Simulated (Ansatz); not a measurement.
`CC(C)[O][Sn][Cl]` and `CC(C)[O][AlH][Cl]` differ in one atom or group.

Ansatz, PBE0-D4/def2-TZVP geometries, multiplicity 1. Each molecule was computed in one conformer, which needn't be the lowest.

Elements past krypton have def2 core potentials.

| property | `CC(C)[O][Sn][Cl]` |
| --- | --- |
| HOMO energy (PBE/def2-TZVPP) / eV | -6.35 |
| HOMO–LUMO gap (ωB97M-V/def2-TZVPP) / eV | 9.09 |
| size of the dipole moment (B3LYP/def2-TZVPP) / D | 1.86 |
| HOMO–LUMO gap (PBE/def2-TZVPP) / eV | 3.26 |
| size of the dipole moment (ωB97M-V/def2-TZVPP) / D | 1.86 |
| HOMO energy (ωB97M-V/def2-TZVPP) / eV | -9.81 |

Problem. What does the change do to each property? (An estimate is asked.)

Solution. Ansatz gave: 
```
                                          property  `CC(C)[O][AlH][Cl]`  shift
                 HOMO energy (PBE/def2-TZVPP) / eV                -6.90  -0.55
           HOMO–LUMO gap (ωB97M-V/def2-TZVPP) / eV                11.63   2.54
  size of the dipole moment (B3LYP/def2-TZVPP) / D                 1.18  -0.68
               HOMO–LUMO gap (PBE/def2-TZVPP) / eV                 5.41   2.15
size of the dipole moment (ωB97M-V/def2-TZVPP) / D                 1.16  -0.70
             HOMO energy (ωB97M-V/def2-TZVPP) / eV               -10.75  -0.94
```

With PBE0 the HOMO falls by 0.73 eV and the LUMO rises by 1.73 eV, so the gap widens by about 2.46 eV. PBE moves the HOMO by -0.55 eV and ωB97M-V by -0.94 eV. Dipoles are sizes alone; their direction can turn.

B3LYP here is the variant with VWN-RPA as its local correlation; programs differ in this.
